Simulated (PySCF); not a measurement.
CBCl2NO (SMILES O=C=NB(Cl)Cl), singlet, at a GFN2-xTB geometry; PBE0/6-31G, polarisability by finite fields run with PySCF.

Here is a job for PySCF.
```python
from pyscf import gto, scf, dft

mol = gto.M(
    atom='''
B    -0.35786564    0.21183045   -0.14974860
Cl   -1.71018551   -0.85006447   -0.04405016
Cl   -0.52321005    1.80581145   -0.75843784
N     0.90247540   -0.22394095    0.26575994
C     1.84808330   -0.82397274    0.67598136
O     2.79390315   -1.34942849    1.05935391
''',
    basis='6-31g',
    verbose=4,
)

mf = dft.RKS(mol)
mf.xc = 'pbe0'
mf.conv_tol = 1e-11
mf.kernel()
h0, z, done = mf.get_hcore(), mol.intor('int1e_r')[2], []
def energy(F):
    f = mf.copy()
    f.scf_summary = {}
    f.get_hcore = lambda *a: h0 + F * z
    e = f.kernel(mf.make_rdm1())
    done.append(f.converged)
    return e
F = 0.005
alpha = -(energy(F) + energy(-F) - 2 * mf.e_tot) / F**2
print('alpha_zz =', alpha)
```

What the program printed (banner, timings and long lists left out):

```
PySCF version 2.14.0

[INPUT] verbose = 4
[INPUT] num. atoms = 6
[INPUT] num. electrons = 60
[INPUT] charge = 0
[INPUT] spin (= nelec alpha-beta = 2S) = 0
[INPUT] symmetry False subgroup None
[INPUT] Mole.unit = angstrom
[INPUT] Symbol           X                Y                Z      unit          X                Y                Z       unit  Magmom
[...]
nuclear repulsion = 287.740411904968
number of shells = 34
number of NR pGTOs = 180
number of NR cGTOs = 62
basis = 6-31g
ecp = {}

******** <class 'pyscf.dft.rks.RKS'> ********
method = RKS
initial guess = minao
damping factor = 0
level_shift factor = 0
DIIS = <class 'pyscf.scf.diis.CDIIS'>
diis_start_cycle = 1
diis_space = 8
diis_damp = 0
SCF conv_tol = 1e-11
SCF conv_tol_grad = None
SCF max_cycles = 50
direct_scf = True
direct_scf_tol = 1e-13
XC library pyscf.dft.libxc version 7.1.2
    S. Lehtola, C. Steigemann, M. J. T. Oliveira, and M. A. L. Marques,  SoftwareX 7, 1–5 (2018)
XC functionals = pbe0
    C. Adamo and V. Barone,  J. Chem. Phys. 110, 6158 (1999)
    M. Ernzerhof and G. E. Scuseria,  J. Chem. Phys. 110, 5029 (1999)
radial grids:
    Treutler-Ahlrichs [JCP 102, 346 (1995); DOI:10.1063/1.469408] (M4) radial grids

becke partition: Becke, JCP 88, 2547 (1988); DOI:10.1063/1.454033
pruning grids: <function nwchem_prune>
grids dens level: 3
symmetrized grids: False
atomic radii adjust function: <function treutler_atomic_radii_adjust>
small_rho_cutoff = 0
Set gradient conv threshold to 3.16228e-06
Initial guess from minao.
tot grids = 93912
init E= -1114.02355407784
[...]
cycle= 1 E= -1112.65352877845  delta_E= 1.37  |g|= 0.751  |ddm|= 3.21
[...]
cycle= 2 E= -1112.22525158263  delta_E= 0.428  |g|= 1.67  |ddm|= 2.03
[...]
cycle= 3 E= -1112.75801502755  delta_E= -0.533  |g|= 0.349  |ddm|=  1.4
[...]
cycle= 4 E= -1112.78518498007  delta_E= -0.0272  |g|= 0.0538  |ddm|= 0.308
[...]
cycle= 5 E= -1112.78567961668  delta_E= -0.000495  |g|= 0.0252  |ddm|= 0.0843
[...]
cycle= 6 E= -1112.7858468823  delta_E= -0.000167  |g|= 0.00384  |ddm|= 0.0342
[...]
cycle= 7 E= -1112.78585062955  delta_E= -3.75e-06  |g|= 0.000372  |ddm|= 0.00485
[...]
cycle= 8 E= -1112.78585067296  delta_E= -4.34e-08  |g|= 0.000106  |ddm|= 0.000746
[...]
cycle= 9 E= -1112.78585067559  delta_E= -2.63e-09  |g|= 4.02e-05  |ddm|= 0.000181
[...]
cycle= 10 E= -1112.78585067611  delta_E= -5.15e-10  |g|= 4.55e-06  |ddm|= 6.06e-05
[...]
cycle= 11 E= -1112.78585067612  delta_E= -8.19e-12  |g|= 1.72e-06  |ddm|= 9.84e-06
[...]
Extra cycle  E= -1112.78585067611  delta_E= 2.73e-12  |g|= 1.96e-06  |ddm|= 5.84e-06
converged SCF energy = -1112.78585067611

******** <class 'pyscf.dft.rks.RKS'> ********
method = RKS
initial guess = minao
damping factor = 0
level_shift factor = 0
DIIS = <class 'pyscf.scf.diis.CDIIS'>
diis_start_cycle = 1
diis_space = 8
diis_damp = 0
SCF conv_tol = 1e-11
SCF conv_tol_grad = None
SCF max_cycles = 50
direct_scf = True
direct_scf_tol = 1e-13
XC library pyscf.dft.libxc version 7.1.2
    S. Lehtola, C. Steigemann, M. J. T. Oliveira, and M. A. L. Marques,  SoftwareX 7, 1–5 (2018)
XC functionals = pbe0
    C. Adamo and V. Barone,  J. Chem. Phys. 110, 6158 (1999)
    M. Ernzerhof and G. E. Scuseria,  J. Chem. Phys. 110, 5029 (1999)
radial grids:
    Treutler-Ahlrichs [JCP 102, 346 (1995); DOI:10.1063/1.469408] (M4) radial grids

becke partition: Becke, JCP 88, 2547 (1988); DOI:10.1063/1.454033
pruning grids: <function nwchem_prune>
grids dens level: 3
symmetrized grids: False
atomic radii adjust function: <function treutler_atomic_radii_adjust>
small_rho_cutoff = 0
Overwritten attributes  get_hcore  of <class 'pyscf.dft.rks.RKS'>
Set gradient conv threshold to 3.16228e-06
init E= -1112.78592943053
[...]
cycle= 1 E= -1112.78613198593  delta_E= -0.000203  |g|= 0.0214  |ddm|= 0.117
[...]
cycle= 2 E= -1112.78568967792  delta_E= 0.000442  |g|= 0.0512  |ddm|= 0.0644
[...]
cycle= 3 E= -1112.78624115395  delta_E= -0.000551  |g|= 0.00377  |ddm|= 0.0402
[...]
cycle= 4 E= -1112.78624551862  delta_E= -4.36e-06  |g|= 0.000498  |ddm|= 0.00639
[...]
cycle= 5 E= -1112.78624558332  delta_E= -6.47e-08  |g|= 6.31e-05  |ddm|= 0.000742
[...]
cycle= 6 E= -1112.78624558449  delta_E= -1.17e-09  |g|= 1.99e-05  |ddm|= 0.000129
[...]
cycle= 7 E= -1112.78624558462  delta_E= -1.22e-10  |g|= 7.52e-06  |ddm|= 3.24e-05
[...]
cycle= 8 E= -1112.78624558463  delta_E= -1.14e-11  |g|= 1.19e-06  |ddm|= 6.9e-06
[...]
cycle= 9 E= -1112.78624558463  delta_E= -1.14e-12  |g|= 1.81e-07  |ddm|= 2.35e-06
[...]
Extra cycle  E= -1112.78624558463  delta_E= -1.14e-12  |g|= 3.57e-07  |ddm|= 6.18e-07
converged SCF energy = -1112.78624558463

******** <class 'pyscf.dft.rks.RKS'> ********
method = RKS
initial guess = minao
damping factor = 0
level_shift factor = 0
DIIS = <class 'pyscf.scf.diis.CDIIS'>
diis_start_cycle = 1
diis_space = 8
diis_damp = 0
SCF conv_tol = 1e-11
SCF conv_tol_grad = None
SCF max_cycles = 50
direct_scf = True
direct_scf_tol = 1e-13
XC library pyscf.dft.libxc version 7.1.2
    S. Lehtola, C. Steigemann, M. J. T. Oliveira, and M. A. L. Marques,  SoftwareX 7, 1–5 (2018)
XC functionals = pbe0
    C. Adamo and V. Barone,  J. Chem. Phys. 110, 6158 (1999)
    M. Ernzerhof and G. E. Scuseria,  J. Chem. Phys. 110, 5029 (1999)
radial grids:
    Treutler-Ahlrichs [JCP 102, 346 (1995); DOI:10.1063/1.469408] (M4) radial grids

becke partition: Becke, JCP 88, 2547 (1988); DOI:10.1063/1.454033
pruning grids: <function nwchem_prune>
grids dens level: 3
symmetrized grids: False
atomic radii adjust function: <function treutler_atomic_radii_adjust>
small_rho_cutoff = 0
Set gradient conv threshold to 3.16228e-06
init E= -1112.7857719217
[...]
cycle= 1 E= -1112.78597414501  delta_E= -0.000202  |g|= 0.0214  |ddm|= 0.118
[...]
cycle= 2 E= -1112.78553853175  delta_E= 0.000436  |g|= 0.0508  |ddm|= 0.0646
[...]
cycle= 3 E= -1112.78608345599  delta_E= -0.000545  |g|= 0.00399  |ddm|= 0.0402
[...]
cycle= 4 E= -1112.78608837093  delta_E= -4.91e-06  |g|= 0.000515  |ddm|= 0.00684
[...]
cycle= 5 E= -1112.786088439  delta_E= -6.81e-08  |g|= 0.000104  |ddm|= 0.00078
[...]
cycle= 6 E= -1112.7860884418  delta_E= -2.79e-09  |g|= 1.8e-05  |ddm|= 0.000148
[...]
cycle= 7 E= -1112.78608844185  delta_E= -5.05e-11  |g|= 1.28e-05  |ddm|= 2.84e-05
[...]
cycle= 8 E= -1112.78608844189  delta_E= -4e-11  |g|= 9.35e-07  |ddm|= 1.26e-05
[...]
cycle= 9 E= -1112.78608844188  delta_E= 2.27e-12  |g|= 2.4e-07  |ddm|= 2.35e-06
[...]
Extra cycle  E= -1112.78608844188  delta_E= 2.27e-13  |g|= 3.83e-07  |ddm|= 8.91e-07
converged SCF energy = -1112.78608844188
alpha_zz = 25.30697143811267
```
